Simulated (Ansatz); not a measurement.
Reaction (substitution at a C–C bond): `CC[O][SbH][SiH3]` + `[OH][In]([OH])[SH]` → `C[O][In]([OH])[SH]` + `C[O][SbH][SiH3]`

Gas-phase electronic energies from Ansatz, PBE0-D4/def2-TZVP geometries. CCSD(T)/CBS is the MP2 limit (def2-TZVPP, def2-QZVPP) plus CCSD(T) − MP2 in def2-TZVPP, frozen cores. DFT in def2-TZVPP. B3LYP here is the variant with VWN-RPA as its local correlation; programs differ in this. Elements past krypton have def2 core potentials. For In, Sb outer-core shells are correlated without core-valence functions, which leaves a few kJ/mol of doubt a bond. Each species was taken in one conformer, which may not be the lowest.

```json
{"level": "PBE-D4", "ΔE (kcal/mol)": "17.8", "difference from CCSD(T)/CBS": "-1.2"}
{"level": "r2SCAN-D4", "ΔE (kcal/mol)": "18.2", "difference from CCSD(T)/CBS": "-0.8"}
{"level": "PBE0-D4", "ΔE (kcal/mol)": "18.4", "difference from CCSD(T)/CBS": "-0.6"}
{"level": "B3LYP-D4", "ΔE (kcal/mol)": "17.0", "difference from CCSD(T)/CBS": "-2.0"}
{"level": "ωB97X-V", "ΔE (kcal/mol)": "17.7", "difference from CCSD(T)/CBS": "-1.3"}
{"level": "ωB97M-V", "ΔE (kcal/mol)": "18.5", "difference from CCSD(T)/CBS": "-0.5"}
{"level": "PBE", "ΔE (kcal/mol)": "17.6", "difference from CCSD(T)/CBS": "-1.4"}
{"level": "r2SCAN", "ΔE (kcal/mol)": "18.1", "difference from CCSD(T)/CBS": "-0.9"}
{"level": "SCS-MP2/def2-TZVPP", "ΔE (kcal/mol)": "18.6", "difference from CCSD(T)/CBS": "-0.4"}
{"level": "CCSD(T)/def2-TZVPP", "ΔE (kcal/mol)": "18.5", "difference from CCSD(T)/CBS": "-0.5"}
{"level": "HF/def2-QZVPP", "ΔE (kcal/mol)": "16.3", "difference from CCSD(T)/CBS": "-2.7"}
{"level": "MP2/def2-QZVPP", "ΔE (kcal/mol)": "20.1", "difference from CCSD(T)/CBS": "1.1"}
{"level": "SCS-MP2/def2-QZVPP", "ΔE (kcal/mol)": "18.8", "difference from CCSD(T)/CBS": "-0.2"}
{"level": "HF/CBS(def2)", "ΔE (kcal/mol)": "16.3", "difference from CCSD(T)/CBS": "-2.7"}
{"level": "MP2/CBS(def2)", "ΔE (kcal/mol)": "20.4", "difference from CCSD(T)/CBS": "1.4"}
{"level": "CCSD/CBS(def2)", "ΔE (kcal/mol)": "18.9", "difference from CCSD(T)/CBS": "-0.1"}
{"level": "CCSD(T)/CBS", "ΔE (kcal/mol)": "19.0", "difference from CCSD(T)/CBS": "0"}
```

Largest T1 diagnostic among the species: 0.016.

In def2-TZVPP, CCSD(T) changes the Hartree–Fock value by +2.1 kcal/mol (the triples alone add +0.1 kcal/mol) and MP2 by +3.5 kcal/mol.
